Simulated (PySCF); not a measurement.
**The second ionisation energy along the 3d series**

All values are computed (PySCF 2.14, energy differences of UHF-based or UKS calculations, no spin-orbit coupling). Values in eV. The last column holds reference values (NIST; (s) semi-empirical, (t) theoretical, else measured). Unmarked ones compare directly (S terms, centres of terms, or small fine structure); those marked * lie between the lowest fine-structure levels and include a spin-orbit shift.

| element | configurations | UHF | MP2 (valence) | SCS-MP2 (valence) | reference |
| --- | --- | --- | --- | --- | --- |
| Sc (Sapporo-DKH3-DZP-2012, spin-free X2C) | [Ar] 3d1 4s1 → [Ar] 3d1 | 12.221 | 12.287 | 12.243 | 12.800 * |
| Ti (Sapporo-DKH3-DZP-2012, spin-free X2C) | [Ar] 3d2 4s1 → [Ar] 3d2 | 12.935 | 13.080 | 12.983 | 13.575 * |
| V (Sapporo-DKH3-DZP-2012, spin-free X2C) | [Ar] 3d4 → [Ar] 3d3 | 13.207 | 13.875 | 13.429 | 14.634 ± 0.007 * |
| Cr (Sapporo-DKH3-DZP-2012, spin-free X2C) | [Ar] 3d5 → [Ar] 3d4 | 15.089 | 16.005 | 15.395 | 16.486 * |
| Mn (Sapporo-DKH3-DZP-2012, spin-free X2C) | [Ar] 3d5 4s1 → [Ar] 3d5 | 14.848 | 15.258 | 14.985 | 15.640 |
| Fe (Sapporo-DKH3-DZP-2012, spin-free X2C) | [Ar] 3d6 4s1 → [Ar] 3d6 | 15.314 | 15.850 | 15.622 | 16.199 * |
| Co (Sapporo-DKH3-DZP-2012, spin-free X2C) | [Ar] 3d8 → [Ar] 3d7 | 14.293 | 16.816 | 16.658 | 17.084 * |
| Cu (Sapporo-DKH3-DZP-2012, spin-free X2C) | [Ar] 3d10 → [Ar] 3d9 | 17.335 | 20.750 | 20.318 | 20.292 * |
| Zn (Sapporo-DKH3-DZP-2012, spin-free X2C) | [Ar] 3d10 4s1 → [Ar] 3d10 | 17.001 | 17.769 | 17.644 | 17.964 |

"Valence" correlates the outer s and p shells and, in groups 3 to 12 and the f block, the outer d or f shell, open or full, or the next shell where the ion has no valence electron left; the wider scheme adds the next inner shell.
